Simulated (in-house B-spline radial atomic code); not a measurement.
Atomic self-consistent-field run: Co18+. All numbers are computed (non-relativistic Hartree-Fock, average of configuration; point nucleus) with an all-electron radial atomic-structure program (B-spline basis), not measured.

Command:
```bash
python run_scf.py task.json out
```
Settings:
```
Z                27
configuration    [He] 2s2 2p5
hamiltonian      nr
method           hf
spin_polarised   False
```

Output (hartree, bohr):
```
 radial grid: 37 intervals, B-splines of order 8, outer radius 2.139 bohr

 iter        energy (Eh)    residual
    1      -1176.3142976    1.59e+00
    2      -1185.5076861    1.29e-01
    3      -1185.5450441    6.04e-02
    4      -1185.5531464    2.83e-02
    5      -1185.5553759    1.81e-03
    6      -1185.5553868    5.78e-06
    7      -1185.5553868    1.61e-07

 total energy                    -1185.555387
 kinetic                           1185.55539
 electron-nucleus                 -2540.95185
 electron-electron                  169.84107

 orbital      occ     eigenvalue          <r>       <r^2>       <1/r>     <1/r^3>     <1/r^2>       r_max
 1s         2.000     -310.49630    0.0567739   0.0043183     26.5508           -     1417.27     0.03749
 2s         2.000      -59.25497     0.250097   0.0733349     5.90406           -     141.763      0.2121
 2p         5.000      -55.24236     0.217369   0.0574175     5.83991     564.352     46.3375      0.1694

 Slater integrals (Eh)
   F0(2s,2s)                     3.611832
   F0(2s,2p)                     3.837006
   G1(2s,2p)                     2.195035
   F0(2p,2p)                     4.190208
   F2(2p,2p)                     1.994275
```

